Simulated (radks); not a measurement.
Spherical jellium clusters: N electrons in a uniform positive sphere of charge N and radius rs N^(1/3), rs = 3.73 bohr. Method: non-relativistic Kohn-Sham, exchange-only LDA, spin-polarised, spherical densities; computed with a radial shooting solver with Libxc functionals. Levels are named by radial order and angular momentum (1s, 1p, 1d, 2s, ...), and open shells are averaged over m.

N = 2, configuration 1s2. This is the lowest configuration that the search found. Occupied and some empty levels:

level  occupation  eigenvalue (eV)  <r> (bohr)
1s              2          -2.6254       4.060
1p              0         -0.61854       6.584

Energy (eV): total -1.77440, kinetic 3.1512, external -25.784, Hartree 12.149, exchange-correlation -5.1872, background 13.897. Static polarisability (adiabatic kernel): 193.6 bohr^3, against R^3 = 103.8 for a classical metal sphere.
